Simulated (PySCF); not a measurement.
Computed structure and properties of Pb2(OH)4

System: Pb2(OH)4 (singlet; a saddle point, relaxed within its symmetry); start: displaced along the imaginary mode (Cs). Method: PySCF 2.14.0, RKS PBE0, Pb def2-SVP with ECP60, O def2-SVP, H def2-SVP; non-relativistic Hamiltonian with scalar-relativistic core potentials where named; density fitting; no spin-orbit coupling.

Input of the relaxation:

```python
mol = gto.M(atom='''
Pb    -0.13443    -0.00930     1.96814
Pb    -0.13443    -0.00930    -1.96814
O      0.99378    -0.09487     0.00000
H      1.95748    -0.22201     0.00000
O     -1.49470     0.15378    -0.00000
H     -2.45905     0.25000    -0.00000
O      1.84653     0.07646     2.81434
H      2.66181     0.22467     2.30025
O      1.84653     0.07646    -2.81434
H      2.66181     0.22467    -2.30025''',
    basis={'Pb': 'def2-SVP', 'O': 'def2-SVP', 'H': 'def2-SVP'},
    ecp={'Pb': 'def2-SVP'},
    charge=0, spin=0)
mf = dft.RKS(mol, xc='PBE0')
mf.grids.atom_grid = (50, 194)
mf = mf.density_fit()  # fitting sets: Pb def2-universal-JKFIT, O def2-universal-JKFIT, H def2-universal-JKFIT
mf.conv_tol = 1e-08; mf.max_cycle = 55
mf.kernel(dm0)  # dm0: converged density of the start geometry
# quasi-Newton relaxation in Cartesian coordinates to a largest gradient under 0.00045 Eh/bohr, steps kept in the point group
```

Run from Python with OMP_NUM_THREADS=2; the lines above give its settings. Where DIIS fails, smearing, a level shift and second-order steps follow.
It took 4.2 min on 2 threads of Arm Neoverse V1, with other jobs on the host, from the converged density of the start.

Course of the relaxation:

| step | energy above end (eV) | largest force component within the symmetry (eV/Å) |
| --- | --- | --- |
| 0 | 1.4362 | 0.492 |
| 1 | 1.3297 | 0.384 |
| 2 | 1.2163 | 1.918 |
| 3 | 1.0885 | 1.911 |
| 4 | 0.9386 | 2.011 |
| 5 | 0.7373 | 1.145 |
| 6 | 0.5584 | 0.820 |
| 7 | 0.3944 | 1.674 |
| 26 | 0.0023 | 0.054 |
| 27 | 0.0016 | 0.033 |
| 28 | 0.0009 | 0.039 |
| 29 | 0.0002 | 0.043 |
| 30 | 0.0000 | 0.013 |
| 31 | 0.0000 | 0.018 |
(The steps between are left out.)

Relaxed geometry (Cs):

```xyz
10

Pb    0.0252   -0.6296    1.8526
Pb    0.0252   -0.6296   -1.8526
O     0.9306   -1.6399    0.0000
H     1.8916   -1.5267    0.0000
O    -0.8513    0.3972    0.0000
H    -1.5050    1.1055    0.0000
O     1.6901    0.6619    2.0561
H     1.9245    1.1349    1.2491
O     1.6901    0.6619   -2.0561
H     1.9245    1.1349   -1.2491
```

```json
{"contact": "Pb1–O3 (OH)", "Å": "2.296"}
{"contact": "Pb1–O5 (OH)", "Å": "2.292"}
{"contact": "Pb1–O7 (OH)", "Å": "2.117"}
{"contact": "Pb2–O9 (OH)", "Å": "2.117"}
```

On the finer grid (75, 302):

```json
{
 "HOMO": "-7.19 eV",
 "LUMO": "-1.24 eV",
 "Dipole about the centre of mass": "3.63 D",
 "Set of Mulliken populations of Pb1 outside the core potential": "s 3.88, p 7.19, d 10.15",
 "D3(BJ) dispersion energy (not in the energies)": "-0.260 eV"
}
```

```csv
atom,Mulliken (e),Löwdin (e),spin (e)
Pb1,0.79,0.57,0.00
Pb2,0.79,0.57,0.00
O3,-0.57,-0.31,0.00
H4,0.19,0.07,0.00
O5,-0.59,-0.32,0.00
H6,0.19,0.07,0.00
O7,-0.56,-0.37,0.00
H8,0.16,0.04,0.00
O9,-0.56,-0.37,0.00
H10,0.16,0.04,0.00
```

On the grid (50, 194), as all that follows. Harmonic modes: 1 unstable, so a saddle point once the symmetry is let go (counted below −25 cm⁻¹); lowest -150 cm⁻¹ (negative: unstable), highest 3898 cm⁻¹, zero-point energy 1.394 eV.

Taking off one OH (charge -1, singlet; the rest: singlet) in vacuum, both parts rigid, costs 10.85 eV; the small basis without counterpoise inflates it. Most of it is the attraction of opposite charges; other ways to part are cheaper, and one spin state was tried for the rest.

Rigid scan of OH along the line from its metal:

```tsv
distance to O3 (Å)	energy (eV)
2.00	0.602
2.10	0.229
2.20	0.050
2.30	0.000
2.40	0.035
2.50	0.125
2.70	0.388
3.00	0.838
3.40	1.410
3.90	2.145
```

One start shape was tried, so this needn't be the lowest isomer.
